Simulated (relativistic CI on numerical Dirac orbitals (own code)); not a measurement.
# Sensitivity of the levels of Mg7+ to α

These numbers are calculated, not measured: Dirac-Coulomb-Breit CI, separate exchange-only KLI orbitals for each configuration, derivatives by finite differences, unscaled Slater integrals, QED left out (own radial code, finite nucleus).

Configuration list (outside the closed core 1s2): 2s2 2p, 2s 2p2, 2p3, 2s2 3s, 2p2 3s, 2s2 3p, 2p2 3p, 2p2 3d. Levels of other configurations are missing.

With x = (α/α₀)² − 1 an excitation energy changes as ω = ω₀ + qx; K = 2q/ω₀ is the relative enhancement. Terms are leading LS components, so labels can repeat.

Lowest level 2s2 2p 2P°_1/2.

```csv
Level,ω₀ (cm⁻¹),q (cm⁻¹),K
2s2 2p 2P°_3/2,3266,3278,2.01
2s 2p2 4P_1/2,124013,3780,0.061
2s 2p2 4P_3/2,125142,4943,0.079
2s 2p2 4P_5/2,126787,6577,0.104
2s 2p2 2D_5/2,236394,5726,0.0484
2s 2p2 2D_3/2,236449,5737,0.0485
2s 2p2 2S_1/2,302969,5731,0.0378
2s 2p2 2P_1/2,326157,4927,0.0302
2s 2p2 2P_3/2,328149,6804,0.0415
2p3 4S°_3/2,411819,9492,0.0461
2p3 2D°_5/2,476177,9424,0.0396
2p3 2D°_3/2,476288,9444,0.0397
2p3 2P°_1/2,537452,9439,0.0351
2p3 2P°_3/2,537638,9753,0.0363
2s2 3s 2S_1/2,1208306,1608,0.00266
2s2 3p 2P°_1/2,1274757,2018,0.00317
2s2 3p 2P°_3/2,1275605,2868,0.0045
2p2 3s 4P_1/2,1585139,7150,0.00902
2p2 3s 4P_3/2,1586321,8364,0.0105
2p2 3s 4P_5/2,1588122,10150,0.0128
2p2 3s 2P_1/2,1604001,7701,0.0096
2p2 3s 2P_3/2,1606190,9850,0.0123
2p2 3p 2S°_1/2,1627781,9695,0.0119
```

At this charge configurations can still be misplaced by up to about 7 % of their energy.
